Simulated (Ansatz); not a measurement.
Steps of a relaxation of C$_{2}$H$_{4}$AlCl, SMILES `[Cl][Al]1[CH2][CH2]1` with RKS PBE-D4/def2-SVP.

```sh
$ ansatz run in.yaml --threads 2 --pin off --events-out ev --progress --plain --max-ram 4352MiB
```

```yaml
crystal:
  periodic: [false, false, false]
  atoms:
    - {symbol: Cl, position_ang: [-0.209100, -1.040100, 3.268600]}
    - {symbol: Al, position_ang: [0.268800, -0.493500, 1.170200]}
    - {symbol: C, position_ang: [0.224100, 0.845600, -0.315600]}
    - {symbol: C, position_ang: [-0.144200, -0.518100, -0.758200]}
    - {symbol: H, position_ang: [1.247500, 1.126300, -0.732900]}
    - {symbol: H, position_ang: [-0.548300, 1.623300, -0.266300]}
    - {symbol: H, position_ang: [0.518100, -1.043300, -1.430200]}
    - {symbol: H, position_ang: [-1.264700, -0.557200, -0.991400]}
basis:
  gaussian: {orbitals: def2-SVP}
hamiltonian: {xc: pbe, dispersion: d4}
relax: {f_tol: 0.03, max_steps: 200}
```

Positions (Å) and forces (eV/Å) along the path, 6 of 6 steps:

```xyz
8
step=1 energy=-21238.9700 eV
Cl   -0.209   -1.040    3.269    0.487    0.296   -1.377
Al    0.269   -0.493    1.170   -0.927    0.424    0.181
C     0.224    0.846   -0.316    2.710    1.471    1.524
C    -0.144   -0.518   -0.758   -2.627   -2.101    0.675
H     1.248    1.126   -0.733   -1.030    0.471    0.385
H    -0.548    1.623   -0.266    0.055    0.345   -0.339
H     0.518   -1.043   -1.430    0.213   -0.305   -0.900
H    -1.265   -0.557   -0.991    1.120   -0.602   -0.149
8
step=2 energy=-21239.4550 eV
Cl   -0.158   -1.037    3.206    0.198    0.084   -0.451
Al    0.189   -0.465    1.177   -0.353    0.335   -0.360
C     0.261    0.858   -0.269    0.704    0.701    0.936
C    -0.177   -0.549   -0.736   -0.698   -1.201    0.373
H     1.259    1.181   -0.654   -0.370    0.043    0.047
H    -0.491    1.668   -0.322    0.086    0.071   -0.163
H     0.472   -1.050   -1.468    0.009   -0.083   -0.276
H    -1.263   -0.663   -0.990    0.423    0.051   -0.107
8
step=3 energy=-21239.5683 eV
Cl   -0.004   -1.059    3.196    0.006    0.066   -0.219
Al    0.038   -0.409    1.181    0.046   -0.407    0.722
C     0.252    0.860   -0.191    0.047    0.456   -0.426
C    -0.207   -0.608   -0.688   -0.134    0.065   -0.372
H     1.240    1.149   -0.595    0.075    0.078    0.129
H    -0.475    1.666   -0.414    0.033    0.013    0.041
H     0.476   -1.062   -1.431    0.013   -0.137    0.110
H    -1.229   -0.594   -1.115   -0.086   -0.133    0.014
8
step=4 energy=-21239.5841 eV
Cl    0.032   -1.156    3.152    0.028    0.101   -0.024
Al    0.027   -0.362    1.200   -0.111   -0.118    0.059
C     0.241    0.902   -0.222   -0.014   -0.038   -0.102
C    -0.230   -0.583   -0.677    0.058   -0.031    0.026
H     1.260    1.175   -0.559   -0.004    0.001   -0.009
H    -0.466    1.707   -0.501    0.017    0.055    0.110
H     0.476   -1.123   -1.335    0.015    0.015   -0.059
H    -1.248   -0.617   -1.114    0.010    0.014   -0.002
8
step=5 energy=-21239.5457 eV rejected
Cl    0.046   -1.066    3.177   -0.060   -0.008    0.016
Al   -0.025   -0.394    1.185    0.313   -0.050   -0.023
C     0.223    0.875   -0.227    0.307    0.076    0.249
C    -0.212   -0.615   -0.703   -0.579    0.345   -0.073
H     1.234    1.131   -0.592    0.105    0.146    0.146
H    -0.447    1.755   -0.359   -0.093   -0.377   -0.313
H     0.500   -1.117   -1.385    0.027    0.026    0.046
H    -1.225   -0.625   -1.152   -0.019   -0.158   -0.048
8
step=6 energy=-21239.5949 eV
Cl    0.035   -1.084    3.174    0.000    0.002    0.015
Al    0.018   -0.403    1.184    0.000   -0.012    0.026
C     0.242    0.882   -0.213   -0.001    0.002    0.020
C    -0.226   -0.590   -0.701   -0.001   -0.017    0.011
H     1.258    1.166   -0.549    0.025    0.009   -0.022
H    -0.465    1.702   -0.439   -0.016    0.016   -0.003
H     0.476   -1.111   -1.379    0.017   -0.006   -0.022
H    -1.246   -0.619   -1.132   -0.024    0.006   -0.025
```

Run time 18 s (2 threads of an Intel Xeon Platinum 8259CL on a shared host); peak host memory 0.15 GiB.
